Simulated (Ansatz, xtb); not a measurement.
Noncovalent pair: CH5N (SMILES CN) (first 7 atoms) with CH2O2 (SMILES O=CO); geometry from B3LYP-D3(BJ)/def2-TZVP, rigid monomers moved along the line of their centres of mass till N2···H12 is 2.95 Å.
(charge 0, multiplicity 1):
```xyz
12

C     -0.28243     0.21700     0.09659
N      0.80153    -0.51392     0.77010
H      0.03996     1.24075    -0.09344
H     -1.14173     0.24602     0.76498
H     -0.59080    -0.23331    -0.85142
H      1.62336    -0.58020     0.18076
H      0.50019    -1.45765     0.98962
O     -1.12449    -0.78489     4.65719
C     -0.32434    -0.04681     5.18278
O      0.74872     0.46920     4.61085
H     -0.41088     0.28347     6.22886
H      0.80393     0.13378     3.64682
```

Monomers are frozen at their geometry in the pair; levels with a basis set take the counterpoise correction.

Frozen-core correlation.

Run with Ansatz (Gaussian orbitals); xtb for the GFN methods. 

Estimate the interaction energy that GFN-FF returns for this input.

-3.9 kcal/mol

Estimate the interaction energy that GFN2-xTB returns for this input.

-3.3 kcal/mol

What is the computed interaction energy (CCSD(T)/aug-cc-pVDZ)?

-4.4 kcal/mol

Ansatz is an electronic-structure program.
